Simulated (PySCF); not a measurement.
Geometry:
```
atom   x (Å)   y (Å)   z (Å)
 Cr1   0.067   0.126   0.063
  O2   0.003   0.002   1.625
  O3   1.552   0.143  -0.438
  O4  -0.707   1.398  -0.433
 Cl5  -0.915  -1.670  -0.818
```

Total charge -1.

Geometry: PBE0-D3(BJ)/def2-SVP; GIAO absolute shieldings from PySCF, gas phase, non-relativistic, averaged over equivalent atoms.

At PBE/pcSseg-1 (pcSseg-2 on Cr) (148 basis functions, 14 s wall time on 1 thread of an Arm Neoverse V2, shared host):
| atoms | σ (ppm) |
| --- | --- |
| Cr1 | -2391.9 |
| O2/O3/O4 | -725.5 |
| Cl5 | 886.8 |

Q: What do these become at PBE0/pcSseg-1 (pcSseg-2 on Cr)?

A: 
| atoms | σ at PBE0/pcSseg-1 (pcSseg-2 on Cr) | change |
| --- | --- | --- |
| Cr1 | -3026.6 | -634.7 |
| O2/O3/O4 | -942.6 | -217.1 |
| Cl5 | 945.2 | +58.4 |

The largest change is at Cr1 (Cr bonded to Cl, 3 O). Cost: 148 basis functions, 10 s wall time on 1 thread of an Arm Neoverse V2, shared host.
